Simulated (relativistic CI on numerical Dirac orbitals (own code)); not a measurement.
## How well does a small relativistic CI reproduce Si3+?

Computed by Dirac-Coulomb-Breit CI, orbitals from a KLI potential per configuration, a model potential for QED, valence Slater integrals scaled by 0.85, configuration energies shifted to the measured levels that pair with them (semi-empirical) (own radial code, finite nucleus).

CI space (outside the closed core [Ne]): 3s, 3p, 3d, 4s, 4p, 4d, 4f, 5s, 5p, 5d, 6s, 6p, 7s, 7p, 8s, 8p, 5g, 5f. Levels of other configurations are missing.

```
Configuration  Term (tabulated)    J  Measured (cm⁻¹)  Computed  Error  Purity (%)
           3s                2S  1/2              0.0         0      0         100
           3p               2P°  1/2          71287.5     71296      9         100
           3p               2P°  3/2          71748.6     71740     -9         100
           3d                2D  5/2         160374.4    160371     -3         100
           3d                2D  3/2         160375.6    160379      3         100
           4s                2S  1/2         193978.9    193979      0         100
           4p               2P°  1/2         218266.9    218271      4         100
           4p               2P°  3/2         218428.7    218424     -4         100
           4d                2D  5/2         250008.0    250006     -3         100
           4d                2D  3/2         250008.1    250011      3         100
           4f               2F°  5/2         254127.1    254127      0         100
           4f               2F°  7/2         254129.0    254129      0         100
           5s                2S  1/2         265418.0    265418      0         100
           5p               2P°  1/2         276503.7    276506      3         100
           5p               2P°  3/2         276579.0    276576     -3         100
           5d                2D  3/2         291497.5    291499      2         100
           5d                2D  5/2         291497.6    291496     -2         100
           6s                2S  1/2         299677.0    299677      0         100
           6p               2P°  1/2         305641.1    305643      2         100
           6p               2P°  3/2         305682.3    305681     -2         100
           7s                2S  1/2         318742.8    318743      0         100
           7p               2P°  1/2         322312.9    322314      1         100
           7p               2P°  3/2         322337.8    322337     -1         100
           8s                2S  1/2         330439.7    330440      0         100
           8p               2P°  1/2         332743.9    332744      0         100
           8p               2P°  3/2         332759.9    332760      0         100
```

Measured levels from NIST levels in Kelleher and Podobedova, J. Phys. Chem. Ref. Data 37, 1285 (2008); pairs were made by configuration, J and term (by order where the table uses no LS term), so strongly mixed levels may be paired wrongly.

Mean error by configuration (cm⁻¹): 3p 0; 3d 0; 4s 0; 4p 0; 4d 0; 4f 0; 5s 0; 5p 0; 5d 0; 6s 0; 6p 0; 7s 0; 7p 0; 8s 0; 8p 0. Over the excited levels the mean absolute error is 2 cm⁻¹ (25 of the 25 excited levels that our extract of the source holds in range could be paired), and the median relative error of those above 1,000 cm⁻¹ is 0.0005 %, both after the shifts were fitted to these levels, so that a configuration with one level shows no error.

Configurations whose levels could be paired with our table of measured levels were shifted onto them, all but the ground configuration, by the median error of their levels; single terms can still be off by 1,000 to 2,000 cm⁻¹ or more, and rates follow the energies as ν³ (E1, M1) or ν⁵ (E2). The others borrow a shift and can be off by several thousand cm⁻¹ or more. The fine structure of a lone outer electron comes out too small, for d and f at times inverted, and misplaced configurations move strength between like terms. 25 of the 25 excited levels that our extract of the measured tables holds in this range could be paired (the sources list more); they are missed by 2 cm⁻¹ on average and 9 at most, after the shifts were fitted to these levels, and levels without a partner can miss by more.

Shifts applied (cm⁻¹): 3s 0; 3p 453; 3d 1081; 4s 1662; 4p 1488; 4d 1433; 4f -59; 5s 1976; 5p 1800; 5d 1643; 6s 1846; 6p 1708; 7s 1617; 7p 1508; 8s 1383; 8p 1294.
